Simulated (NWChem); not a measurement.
System: SnS, singlet; SMILES [S]=[Sn]

```xyz
2

Sn     0.0000     0.0000    -0.5365
S      0.0000     0.0000     1.6861
```
Atoms are numbered in this order, from 1.

Level: PBE0/def2-SVP with def2 effective core potentials on Sn (NWChem), optimised geometry, unscaled harmonic frequencies. Low-valent species are run as closed-shell singlets; no triplet was tried in these runs. def2 effective core potentials on Sn; no spin-orbit coupling.

Problem. List the harmonic frequencies with IR intensities, and the thermochemistry.

Solution. 
```
frequency (cm⁻¹)  IR intensity (km/mol)
----------------  ---------------------
500                                32.4
```

```json
{
  "zero_point_energy": "0.7 kcal/mol",
  "thermal correction to the enthalpy at 298.15 K (with zero-point energy)": "2.9 kcal/mol",
  "heat capacity Cv": "6.2 cal/(mol K)",
  "entropy at 298.15 K and 1 atm (symmetry number 1)": "58.1 cal/(mol K)"
}
```

Rigid rotor and harmonic oscillator.
